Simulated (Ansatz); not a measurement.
C3H9BO (`BC(C)(C)O`) at its PBE0-D4/def2-TZVP geometry, where that method's forces vanish. The species carries charge 0 and has multiplicity 1.

```csv
atom,x (Å),y (Å),z (Å)
B1,-0.110,0.341,-1.547
C2,-0.091,0.035,-0.022
C3,0.862,0.720,0.912
C4,-1.232,-0.664,0.650
O5,0.641,-0.991,-0.890
H6,-1.040,-0.004,-2.216
H7,0.707,1.102,-1.990
H8,1.712,1.152,0.378
H9,1.226,0.047,1.697
H10,0.341,1.546,1.402
H11,-1.901,0.089,1.077
H12,-1.806,-1.252,-0.065
H13,-0.894,-1.317,1.462
H14,1.586,-0.805,-0.847
```

**Question.** For each bond, give half the difference of the two atoms' forces along it (eV/Å; positive pushes the atoms apart) under PBE-D4, r2SCAN-D4, B3LYP-D4, ωB97M-V in def2-TZVPP. (Estimate.)

**Answer.** Computed: 
| bond | length (Å) | PBE-D4 | r2SCAN-D4 | B3LYP-D4 | ωB97M-V |
| --- | --- | --- | --- | --- | --- |
| B1–C2 | 1.555 | 0.20 | 0.14 | 0.13 | 0.07 |
| B1–O5 | 1.664 | 0.26 | 0.28 | 0.35 | 0.21 |
| B1–H6 | 1.196 | 0.01 | -0.07 | -0.15 | -0.14 |
| B1–H7 | 1.201 | -0.01 | -0.07 | -0.13 | -0.11 |
| C2–C3 | 1.499 | -0.09 | -0.01 | 0.10 | 0.13 |
| C2–C4 | 1.498 | -0.04 | 0.02 | 0.09 | 0.12 |
| C2–O5 | 1.530 | 0.42 | 0.43 | 0.35 | 0.13 |
| C3–H8 | 1.093 | 0.11 | -0.03 | -0.07 | -0.07 |
| C3–H9 | 1.096 | 0.11 | -0.02 | -0.05 | -0.08 |
| C3–H10 | 1.093 | 0.12 | -0.01 | -0.07 | -0.08 |
| C4–H11 | 1.093 | 0.11 | -0.01 | -0.06 | -0.07 |
| C4–H12 | 1.090 | 0.10 | -0.03 | -0.07 | -0.08 |
| C4–H13 | 1.095 | 0.11 | -0.02 | -0.05 | -0.08 |
| O5–H14 | 0.964 | 0.39 | -0.02 | -0.12 | -0.12 |

B3LYP here is the variant with VWN-RPA as its local correlation; programs differ in this.
